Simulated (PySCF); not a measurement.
# Two-photon absorption: SMILES C1(C#C)=CC=C(B(F)F)N1C, C₇H₆BF₂N

Cartesian coordinates in Å; atom numbers follow the order of the lines, from 1:
```xyz
17

C    -3.642    0.323   -0.097
C    -2.441    0.501   -0.063
C    -1.043    0.720   -0.017
C    -0.349    1.904    0.253
C     1.014    1.599    0.180
C     1.143    0.241   -0.131
B     2.443   -0.544   -0.299
F     3.613    0.055   -0.147
F     2.470   -1.838   -0.594
N    -0.130   -0.273   -0.247
C    -0.462   -1.642   -0.565
H    -4.705    0.172   -0.127
H    -0.814    2.862    0.473
H     1.848    2.281    0.334
H    -1.554   -1.746   -0.569
H    -0.071   -1.918   -1.554
H    -0.038   -2.328    0.181
```

Level of theory: TDDFT CAM-B3LYP/aug-cc-pVDZ excited states, vertical, gas phase (PySCF 2.14.0). Geometry: PBE0-D3(BJ)/def2-SVP.

**Question.** How strongly do the lowest singlets absorb one photon, and two photons of half the energy?

**Answer.** δ for parallel linear polarisation; σ at the peak of a Lorentzian of half width 0.1 eV, single beam; Ω is circular over linear.
```
state  E (eV)      f  photon λ (nm)  δ (au)  σ (GM)     Ω                                  main
   S1    4.75  0.486            522     119    0.99  1.14                        HOMO→LUMO 0.94
   S2    5.34  0.032            464     340    3.55  0.96    HOMO−1→LUMO 0.83, HOMO→LUMO+7 0.10
   S3    5.48  0.000            452    1.97    0.02  1.50    HOMO→LUMO+6 0.37, HOMO→LUMO+9 0.20
   S4    5.69  0.012            436    31.9    0.38  1.50                      HOMO→LUMO+1 0.78
   S5    5.86  0.000            423    1.12    0.01  1.50  HOMO−2→LUMO 0.77, HOMO−2→LUMO+7 0.09
   S6    6.15  0.170            403     999   13.82  0.59    HOMO→LUMO+7 0.41, HOMO→LUMO+5 0.24
```

Among these, the strongest one-photon state is S1, the strongest two-photon state S6, with a dipole change of 0.3 D (relaxed, norm of the difference vector).
